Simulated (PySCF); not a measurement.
**Dipole moment and polarisability of (F2In-mu-SH)2**

Compound: (F2In-mu-SH)2.
Cartesian coordinates in Å at the PBE0-D3(BJ)/def2-SVP level; atoms count from 1:
```
atom  x, y, z in Å
In1    1.755   -0.062    0.121
F2     2.754   -0.319   -1.533
F3     2.546    0.109    1.894
S4    -0.069   -1.865    0.311
In5   -1.728    0.054   -0.118
F6    -2.706    0.305    1.549
F7    -2.553   -0.122   -1.874
S8     0.098    1.854   -0.330
H9    -0.164   -1.737    1.658
H10    0.191    1.707   -1.675
```

Level: CAM-B3LYP/def2-SVPD (PySCF), static field, nuclei fixed, core orbitals frozen in the response. The polarisability tensor in these axes (au):

```
x   113.50   0.08   1.47
y     0.08 105.76  -6.72
z     1.47  -6.72  91.35
```

Q: Diagonalise the tensor; give its mean and Δα, where Δα² is half the sum of the squared differences of the eigenvalues.

A: Principal values 88.62, 108.37 and 113.62 au; mean 103.54 au = 15.34 Å³ = 17.07 × 10⁻⁴⁰ C²·m²/J; Δα = 22.83 au (22 % of the mean).

Q: What is the dipole moment?

A: 0.07 D at this geometry.

Q: Give the principal axes and the span of the nuclei along them.

A: Largest value along (0.99, -0.06, 0.08), where the nuclei span 5.37 Å; middle along (0.09, 0.93, -0.36), 4.43 Å; least along (-0.06, 0.36, 0.93), 3.40 Å. The response follows the extents in order.

Q: Find the Langevin capture rate constant for NH4+ (18.034 u) meeting this molecule (371.761 u), k = 2.342 × 10⁻⁹ cm³/s × √(α in Å³ / reduced mass in u).

A: The reduced mass is 17.20 u, so k = 2.21 × 10⁻⁹ cm³/s.

Q: Molar refractivity from α?

A: Lorentz–Lorenz: R = (4π/3)N_A α = 2.5225 cm³/(mol·Å³) × 15.34 Å³ = 38.7 cm³/mol, in the limit of long wavelengths.

Geometry: PBE0-D3(BJ)/def2-SVP, one conformer, isolated molecule. Atoms past krypton carry effective core potentials; spin–orbit coupling is left out.

The run behind these numbers computed excited states and ΔSCF ions as well. The run took 4.0 min (with the writing of density and orbital grids) on an AMD EPYC 7R43 with one thread, no GPU, shared host with 256 logical CPUs at a one-minute load of 40, and the process peaked at 1.4 GiB of memory.
